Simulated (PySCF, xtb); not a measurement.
BH₆P₃, SMILES PB(P)P.

GFN2-xTB (xtb) at its own geometry gives an orbital gap of 2.94 eV and a dipole moment of 1.02 D.

Coordinates come from a PBE-D3(BJ)/def2-SVP optimisation. Other conformers were not sampled.

What does PBE0/def2-TZVP in PySCF give? (The exact figures need the calculation; the answer reports its results.)

gap 5.34 eV (levels -7.26 and -1.92 eV), dipole 0.62 D.
